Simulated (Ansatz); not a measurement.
`BN[SiH2]C=C` + `FC([SiH3])S` → `BSC(F)[SiH3]` + `C=C[SiH2]N`  (ligand exchange at a B–N bond)

Computed with Ansatz on PBE0-D4/def2-TZVP structures; ΔE is electronic, products minus reactants. CCSD(T)/CBS adds triple-zeta CCSD(T) − MP2 to the extrapolated MP2 energy (def2 sets, frozen cores). Functionals use def2-TZVPP. One conformer a species, not always the lowest.

```json
{"species": "`BN[SiH2]C=C`", "B2PLYP energy (Eh)": "-449.95646"}
{"species": "`FC([SiH3])S`", "B2PLYP energy (Eh)": "-828.36238"}
{"species": "`BSC(F)[SiH3]`", "B2PLYP energy (Eh)": "-853.80346"}
{"species": "`C=C[SiH2]N`", "B2PLYP energy (Eh)": "-424.49674"}
```

(1) Work out ΔE.

Largest T1 diagnostic among the species: 0.014.

Results:

(1) ΔE = (-853.80346) + (-424.49674) − (-449.95646) − (-828.36238) = 0.01864 Eh = +48.9 kJ/mol. CCSD(T)/CBS gives +47.2 kJ/mol.

Leaving LDA and LC-ωPBE aside and taking each functional with its dispersion term where it has one, the values, not all of them listed here, spread over 10.7 kJ/mol, from revPBE-D4 to CAM-B3LYP-D4. LDA lies +3.7 kJ/mol from PBE without D4. At CCSD(T), def2-SVP lies +11.6 kJ/mol from the extrapolated value and def2-TZVPP +1.8 kJ/mol.
